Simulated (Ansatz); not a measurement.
```yaml
crystal:
  periodic: [false, false, false]
  atoms:
    - {symbol: B, position_ang: [-0.220159, -2.099276, -0.038888]}
    - {symbol: B, position_ang: [1.828218, -1.148277, -0.018022]}
    - {symbol: B, position_ang: [1.715739, 1.169732, 0.024271]}
    - {symbol: B, position_ang: [-2.035300, 0.561650, 0.006961]}
    - {symbol: B, position_ang: [-0.401578, 2.120821, 0.038241]}
    - {symbol: N, position_ang: [0.939673, 2.246150, 0.042712]}
    - {symbol: N, position_ang: [-1.695624, 1.900388, 0.032095]}
    - {symbol: N, position_ang: [-1.472457, -1.831639, -0.036062]}
    - {symbol: N, position_ang: [1.150406, -2.272229, -0.039746]}
    - {symbol: N, position_ang: [-2.243623, -0.701702, -0.016581]}
    - {symbol: N, position_ang: [2.434694, 0.054381, 0.005029]}
basis:
  gaussian: {orbitals: STO-3G, fitting: {mean_field: def2-universal-jkfit}}
magnetization: {spin_polarized: true, initial_magnetization: 1}
hamiltonian: {xc: {name: wPBEh}}
scf: {omitted_lower_state_checks: [starts]}
output: {forces: true}
```

```sh
$ ansatz run in.yaml --threads 4 --pin off --events-out ev --progress --plain --max-ram 4787MiB
```

Shortened log:

```
Functional definition: wPBEh
837 factors; integrals over basis functions are off by at most 4.4e-3 eV
837 factors; integrals over basis functions are off by at most 1.8e-7 eV
mean field evaluation 1: about -12145.8992 eV, gradient 3.2e1 eV
mean field evaluation 2: about -12134.3023 eV, gradient 5.7e1 eV
mean field evaluation 4: about -12151.9806 eV, gradient 3.7e0 eV
mean field evaluation 8: about -12152.0639 eV, gradient 1.2e-1 eV
mean field evaluation 16: about -12152.0642 eV, gradient 8.1e-5 eV
mean field -12152.06415734 eV, -446.5801208172 hartree, gradient 1.7e-5 eV, S^2 0.762886; 0 other end points of the search recorded, 0 dependent functions left out
reference -12152.06417773 eV, -446.5801215666 hartree; 34, 33 occupied and 21, 22 virtual orbitals, 837 factors
Total energy: -12152.06417773 eV, -446.5801215666 hartree
Atom 0 at    -0.220159    -2.099276    -0.038888 Å, force     3.300240    -0.336587    -0.000568 eV/Å
Atom 1 at     1.828218    -1.148277    -0.018022 Å, force     1.041202     1.723473     0.033314 eV/Å
Atom 2 at     1.715739     1.169732     0.024271 Å, force     0.184493     0.125747     0.002625 eV/Å
Atom 3 at    -2.035300     0.561650     0.006961 Å, force     0.892913     3.197241     0.060143 eV/Å
Atom 4 at    -0.401578     2.120821     0.038241 Å, force     1.984650     0.339953     0.009425 eV/Å
Atom 5 at     0.939673     2.246150     0.042712 Å, force    -0.782259     0.197662     0.002388 eV/Å
Atom 6 at    -1.695624     1.900388     0.032095 Å, force    -1.920065    -1.512595    -0.030894 eV/Å
Atom 7 at    -1.472457    -1.831639    -0.036062 Å, force    -2.093599     0.395643     0.003783 eV/Å
Atom 8 at     1.150406    -2.272229    -0.039746 Å, force    -2.109404    -1.234817    -0.026235 eV/Å
Atom 9 at    -2.243623    -0.701702    -0.016581 Å, force    -0.396661    -2.095462    -0.039130 eV/Å
Atom 10 at     2.434694     0.054381     0.005029 Å, force    -0.101509    -0.800257    -0.014850 eV/Å
Dipole moment:     0.087255     0.059743     0.001233 e Å
Checks for a lower state left out: starts
```

Run time 4.5 s (4 threads of Intel Xeon on a shared host).
